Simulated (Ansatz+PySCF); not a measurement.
singlet BF₄(-): levels of theory in one basis

```
atom    x (Å)    y (Å)    z (Å)
   B   0.0000   0.0000   0.0000
   F   0.7454   0.7454   0.7454
   F   0.7454  -0.7454  -0.7454
   F  -0.7454   0.7454  -0.7454
   F  -0.7454  -0.7454   0.7454
```

Basis set: def2-SVP (spherical functions). Left uncorrelated: 5 orbitals. Charge -1, multiplicity 1.

Computed with Ansatz (development build ahead of 0.2.0); each method stands on the lowest determinant of its kind that the runs found.

```tsv
method	E − E(RHF) (eV)	<S²> of the determinant
RHF	0.00	0.00
RHF-MP2	-22.18	–
RHF-CCSD	-22.49	–
```

Question: What does RHF-CCSD(T) give on the same scale?

Answer: -22.78 eV.

Question: Is a single determinant a sound starting point here?

Answer: By this sign, yes. Unrestricted orbitals gain 0.00 eV and <S²> is 0.00 against 0.00 for a pure state.

Caution: no diffuse functions for an anion.
